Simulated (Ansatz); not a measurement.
Ansatz (an electronic-structure program) input (CCSD(T)/STO-3G):

Ansatz 0.2 input:
```yaml
crystal:
  periodic: [false, false, false]
  atoms:
    - {symbol: C, position_ang: [-0.94624070, 0.73633939, -0.06174193]}
    - {symbol: C, position_ang: [0.40855271, 1.11519937, -0.17548297]}
    - {symbol: C, position_ang: [1.19874016, -0.04710827, -0.04671251]}
    - {symbol: C, position_ang: [0.33230945, -1.14431388, 0.14661305]}
    - {symbol: C, position_ang: [-0.99336163, -0.66011660, 0.13732436]}
    - {symbol: H, position_ang: [-1.80076211, 1.40130526, -0.11749921]}
    - {symbol: H, position_ang: [0.77750433, 2.12230225, -0.33395634]}
    - {symbol: H, position_ang: [2.28128621, -0.08965033, -0.08889716]}
    - {symbol: H, position_ang: [0.63240809, -2.17770920, 0.27901487]}
    - {symbol: H, position_ang: [-1.89043652, -1.25624797, 0.26133784]}
basis:
  gaussian:
    orbitals: STO-3G
total_charge: -1
magnetization: {spin_polarized: false}
correlation: {method: ccsd_t, electrons: outside_noble_gas}
```

End of the output:

```
5 core orbitals not correlated
reference -5162.80185451 eV, -189.7294686805 hartree; 13, 13 occupied and 12, 12 virtual orbitals, 440 factors
second order -7.80121677 eV of doubles, -0.00000000 eV of singles
coupled cluster: 0.05 GiB planned
cycle   1  -8.73758426 eV  change   -9.4e-1 eV  update   7.5e-2
cycle   2  -9.18037845 eV  change   -4.4e-1 eV  update   2.9e-2
cycle   3  -9.24128584 eV  change   -6.1e-2 eV  update   7.9e-3
cycle   4  -9.25071312 eV  change   -9.4e-3 eV  update   2.4e-3
cycle   5  -9.24941816 eV  change    1.3e-3 eV  update   4.4e-4
cycle   6  -9.24922864 eV  change    1.9e-4 eV  update   9.3e-5
cycle   7  -9.24929432 eV  change   -6.6e-5 eV  update   2.8e-5
cycle   8  -9.24929333 eV  change    9.9e-7 eV  update   6.5e-6
coupled cluster: 0.06 GiB planned
perturbative correction -0.19206071 eV, -0.0070581009 hartree
Total energy: -5172.24320855 eV, -190.0764320420 hartree
```

It need not be the lowest isomer of its formula. Whether it binds its extra electron was not tested at this geometry.
